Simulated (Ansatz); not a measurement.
Reaction (redistribution): `C[O][GeH]([F])[AlH2]` + `F[Si]1(S)C[SiH2]1` → `C[O][GeH]([F])[SH]` + `F[Si]1([AlH2])C[SiH2]1`

Calculated with Ansatz (gas phase, PBE0-D4/def2-TZVP geometries, no zero-point term in ΔE). CCSD(T)/CBS adds triple-zeta CCSD(T) − MP2 to the extrapolated MP2 energy (def2 sets, frozen cores). Functionals use def2-TZVPP. B3LYP here is the variant with VWN-RPA as its local correlation; programs differ in this. For Ge outer-core shells are correlated without core-valence functions, which leaves a few kJ/mol of doubt a bond. Scalar relativity is left out up to krypton. One conformer a species, not always the lowest.

CCSD(T)/CBS gives -25.2 kJ/mol.

Question: Another level gave -36.2 kJ/mol. Which?
A. PBE-D4/def2-TZVPP
B. r2SCAN-D4/def2-TZVPP
C. PBE0/def2-TZVPP
D. B3LYP/def2-TZVPP

Answer: B. r2SCAN-D4 -36.2, PBE-D4 -41.1, B3LYP -18.4, PBE0 -30.6 kJ/mol.

Largest T1 diagnostic among the species: 0.015.

From PBE to PBE0 (25 % exact exchange), in def2-TZVPP and without D4, ΔE moves by +6.9 kJ/mol. The D4 term adds −5.8 kJ/mol with B3LYP and −2.9 kJ/mol with PBE0; it sums over pairs of atoms, weighted by their polarisabilities, and B3LYP, whose exchange is more repulsive, gets the larger term.
